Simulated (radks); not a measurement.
Problem. These are the eigenvalues of the occupied orbitals of an atom or ion with whole-number occupations (hartree). All-electron calculation, Dirac Kohn-Sham, relativistic LDA (MacDonald-Vosko exchange, VWN5 correlation), spin-unpolarised, spherical densities, finite nucleus; Fermi nuclear charge, rms radius of each element as measured or else 0.836 A^(1/3) + 0.57 fm. Program: a radial shooting solver on a logarithmic mesh with Libxc functionals.

1s1/2: -1746.917
2s1/2: -402.4026
2p1/2: -392.9766
2p3/2: -372.5826

Which element is it, and in what charge state? The configuration may be excited. Open shells, if any, fill j = l - 1/2 first.

Solution. Z = 60, neodymium, charge +52: Nd52+ in [He] 2s2 2p4. The list shows which subshells hold electrons but not how many an open one holds; the 1s level, -1746.9 hartree, gives Z - s = 59.1 by -(Z - s)^2/2, which with screening and relativity narrows Z to a few neighbours, and the depths of the outer levels then fix element, charge and occupations together.
